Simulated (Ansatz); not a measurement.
A single point on H$_{5}$NOSSn, SMILES `[NH2][SnH]([OH])[SH]`.

```yaml
crystal:
  periodic: [false, false, false]
  atoms:
    - {symbol: N, position_ang: [-0.009123, 0.817273, -1.665502]}
    - {symbol: Sn, position_ang: [0.441228, 0.026447, 0.123394]}
    - {symbol: O, position_ang: [0.472262, -1.895962, -0.255353]}
    - {symbol: S, position_ang: [-1.258363, 0.426904, 1.785889]}
    - {symbol: H, position_ang: [-0.639933, 0.226380, -2.192509]}
    - {symbol: H, position_ang: [-0.396322, 1.751195, -1.632501]}
    - {symbol: H, position_ang: [1.959504, 0.545391, 0.688257]}
    - {symbol: H, position_ang: [-0.108790, -2.381670, 0.335464]}
    - {symbol: H, position_ang: [-0.371962, 0.437642, 2.795761]}
basis:
  gaussian: {orbitals: def2-TZVPP}
hamiltonian: {xc: pbe}
correlation: {method: rpa}
```

```sh
$ ansatz run in.yaml --threads 4 --pin off --events-out ev --progress --plain
```

Shortened log:

```
Functional definition: PBE
1487 factors; integrals over basis functions are off by at most 7.8e-4 eV
mean field evaluation 1: about -20262.5799 eV, gradient 9.9e1 eV
mean field evaluation 2: about -20262.5766 eV, gradient 9.9e1 eV
mean field evaluation 4: about -20269.1012 eV, gradient 6.2e1 eV
mean field evaluation 8: about -20279.9848 eV, gradient 2.2e0 eV
mean field evaluation 16: about -20279.9966 eV, gradient 4.1e-3 eV
mean field -20279.99658735 eV, -745.2761283099 hartree, gradient 3.4e-6 eV, S^2 0.000000; 0 other end points of the search recorded, 0 dependent functions left out
11 core orbitals not correlated: weight in the atoms' cores, before any rotation towards them, 1.000 or more for the frozen orbitals, at most 0.000 for the correlated occupied ones
reference -20222.58595982 eV, -743.1663266623 hartree; 18, 18 occupied and 195, 195 virtual orbitals, 1487 factors
Total energy: -20263.10909764 eV, -744.6555245097 hartree
```

It took 4.5 s on 4 threads of a server CPU on a shared host, with 0.54 GiB of host memory at the peak.
